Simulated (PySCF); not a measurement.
In(CO)H3, CH₃InO.
Bonds: In1–C2, C2–O3. Hydrogens: H4, H5, H6 on In1.

Computed by this run: PBE0-D3(BJ)/def2-SVP geometry optimisation, gas phase, def2 core potentials past Kr in PySCF 2.14.0; density fitting, grid level 1; the optimiser is geomeTRIC in internal coordinates, started from a GFN1-xTB structure with every atom displaced at random (about 0.03 Å).

Step 0: E = -8298.9571 eV
```
atom  x, y, z in Å  |  force x, y, z in eV/Å
In1     0.0470   -0.0773   -0.9367    0.240   1.295  -0.379
C2     -0.0056    0.0036    1.4855    0.083  -0.003  -3.177
O3     -0.0155   -0.0122    2.5852   -0.058  -0.006   3.517
H4      1.7834    0.0080   -1.0693   -0.153  -0.063   0.035
H5     -0.8778    1.4438   -1.1037    0.298  -0.355   0.053
H6     -0.8684   -1.4619   -1.0303   -0.410  -0.868  -0.049
```

Step 1: E = -8299.0612 eV
```
atom  x, y, z in Å  |  force x, y, z in eV/Å
In1     0.0435   -0.0476   -0.9636   -0.223  -0.047  -0.236
C2     -0.0017    0.0130    1.5168    0.035  -0.054  -0.331
O3     -0.0127   -0.0048    2.6371   -0.022   0.025   0.501
H4      1.7643    0.0272   -1.0804    0.068  -0.095   0.023
H5     -0.8380    1.4373   -1.1088   -0.040   0.082   0.003
H6     -0.8923   -1.5211   -1.0704    0.181   0.088   0.041
```

**Question.** Estimate the geometry and energy of step 2. (The exact step hangs on the optimiser's Hessian estimate; all steps are aligned on step 1, rigid shifts and turns removed.)

**Answer.** E = -8299.0744 eV, largest force 0.268 eV/Å
```
atom  x, y, z in Å  |  force x, y, z in eV/Å
In1     0.0394   -0.0309   -0.9849   -0.145   0.017  -0.128
C2      0.0000    0.0127    1.5309    0.018  -0.043   0.264
O3     -0.0119   -0.0061    2.6560   -0.009   0.025  -0.164
H4      1.7682   -0.0063   -1.0807    0.003  -0.026   0.009
H5     -0.8644    1.4484   -1.1163    0.043   0.013   0.000
H6     -0.8683   -1.5139   -1.0743    0.090   0.014   0.020
```

The energy changes by -0.0132 eV. The first-order estimate −F·Δx gives -0.0202 eV and the mean of the old and new forces, exact on a quadratic surface, -0.0133 eV. The step makes an angle of 64° with the force vector and moves no atom by more than 0.034 Å.

The cost below is that of the whole optimisation. Hardware: one thread, Arm Neoverse V2 (aarch64) (shared host). Cost: 8.6 s of wall time, 0.28 GiB resident at most.
